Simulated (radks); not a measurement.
The numbers below are computed, except where a source is named.
Valence configurations of Pm II (all share [Xe]). Code: a radial shooting solver on a logarithmic mesh with Libxc functionals. Model: non-relativistic Kohn-Sham, PBE, spin-polarised, spherical densities, point nucleus; open shells are filled with parallel spins first (spin-orbit coupling, left out, can overturn this in heavy ions); relativity is left out, which matters for an element this heavy. Energies are relative to 4f5 6s1; eigenvalues in eV for spin up.

valence          E (eV)  moment (Bohr magnetons)    e(4f)    e(5d)   e(6p)    e(6s)
4f5 6s1           0.000                        6  -12.292        -       -   -8.210
4f4 6s2           8.376                        4  -21.385        -       -   -9.498
4f5 5d1           0.278                        6   -9.970   -6.614       -        -
4f6              -1.183                        6   -5.038        -       -        -
4f4 6s1 6p1      10.688                        6  -22.216        -  -7.298  -10.421
4f4 5d2           5.854                        6  -15.909   -7.977       -        -
4f4.5 5d0.5 6s1   2.631                        6  -15.317   -8.912       -   -8.535
4f3 6s1 6p2      30.275                        6  -33.188        -  -8.746  -12.369
4f5 6p1           2.619                        6  -13.294        -  -6.118        -
4f3 5d1 6p2      26.865                        6  -30.176  -14.393  -7.955        -

NIST lists [Xe] 4f5 6s1 as the ground configuration; this level of theory puts 4f6 lower, by 1.183 eV. The energies are those of spherical high-spin densities, not of single terms. Relativity is left out, which favours d and f over s occupation in heavy atoms.
